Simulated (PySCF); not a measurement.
# Reading the logs of faulty runs: B2FH4Si

All numbers below are calculated, not measured. They come from PySCF 2.14.0, an open-source quantum chemistry program, on an isolated molecule that a program drew, which may never have been made. The molecule is B2FH4Si (charge 0, doublet), drawn as the SMILES string `FBB[SiH2]`.

Each row is a Hartree-Fock (HF) and frozen-core CCSD(T) single point in the cc-pV(D+d)Z basis, meant for a local HF minimum. Run 1 is clean. Each other run has one planted mistake out of seven kinds, and not every kind appears here: one electron removed, one electron added, multiplicity raised by two, geometry at a saddle point, minimal basis STO-3G, one bond length entered in bohr, all coordinates scaled. The reference is restricted for singlets and unrestricted otherwise, and also for a bond in bohr. Adding or removing an electron swaps singlet and doublet. Electrons count all cores. HOMO and LUMO are orbital energies over both spins, the gradient is its largest component, and the lowest frequency (negative if imaginary) is given only where the gradient is small. Bond lengths are over the 7 bonds as drawn. T1 is the CCSD diagnostic: over 0.02 (restricted) or 0.045 (unrestricted) a single reference is doubtful.

Geometry of the clean run:
```xyz
8
B2FH4Si, angstrom
F    -0.1234   -2.2897   -1.4779
B     0.6056   -1.4741   -2.2465
B     0.5813    0.2124   -2.0133
Si   -0.6929    1.4249   -2.8487
H     1.2720   -2.0151   -3.0923
H     1.4135    0.7292   -1.3159
H    -1.7756    0.9977   -3.7569
H    -0.6696    2.8901   -2.6782
```

| run | electrons | basis functions | <S^2> | HOMO (eV) | LUMO (eV) | gradient (hartree/bohr) | lowest frequency (cm^-1) | mean bond (Å) | longest bond (Å) | T1 | HF (hartree) | CCSD(T) (hartree) | mistake |
|---|---|---|---|---|---|---|---|---|---|---|---|---|---|
| 1 | 37 | 85 | 0.762 | -8.47 | 0.35 | 1.4e-05 | 74 | 1.4780 | 1.947 | 0.0171 | -440.05675 | -440.54861 | no fault |
| 2 | 37 | 85 | 3.773 | -5.99 | -1.21 | 6.5e-02 | - | 1.4780 | 1.947 | 0.0631 | -439.87696 | -440.36840 | multiplicity raised by two |
| 3 | 36 | 85 | 0.000 | -16.68 | -7.06 | 2.9e-02 | - | 1.4780 | 1.947 | 0.0153 | -439.77222 | -440.24386 | one electron removed |
| 4 | 37 | 85 | 0.760 | -8.68 | 0.38 | 9.8e-02 | - | 1.3435 | 1.770 | 0.0143 | -439.98673 | -440.47235 | all coordinates scaled |
| 5 | 37 | 85 | 1.398 | -8.59 | 0.16 | 1.7e-02 | - | 1.6312 | 2.277 | 0.0549 | -439.93998 | -440.43465 | ? |
| 6 | 37 | 85 | 0.760 | -8.57 | -0.07 | 2.2e-05 | -89 | 1.4810 | 1.940 | 0.0174 | -440.05175 | -440.54502 | ? |

**Which mistake was planted in run 5, and what did it cost?**

The mean bond changes by a factor of 1.104 and the longest by 1.169, so the molecule wasn't scaled as a whole. A length L in bohr read as angstrom grows by (1/0.5292 - 1) L = 0.890 L. The 7 bonds together grew by 7 x 0.1532 = 1.072 Å, which gives L = 1.205 Å. That is the length of one of the B-H bonds, 1.205 Å in the clean geometry. So the mistake is: one bond length entered in bohr. Subtracting run 1 and multiplying by 627.51 kcal/mol a hartree, the energy moved by 73.3 kcal/mol in HF and 71.5 kcal/mol in CCSD(T).

**Which mistake was planted in run 6, and what did it cost?**

The gradient is small, so the point is stationary, but the lowest frequency is imaginary (-89 cm^-1). So the mistake is: geometry at a saddle point. Subtracting run 1 and multiplying by 627.51 kcal/mol a hartree, the energy moved by 3.1 kcal/mol in HF and 2.3 kcal/mol in CCSD(T).

Cautions from the logs. Run 2: T1 is over the limit, so its CCSD(T) energy is less reliable; run 5: T1 is over the limit, so its CCSD(T) energy is less reliable.
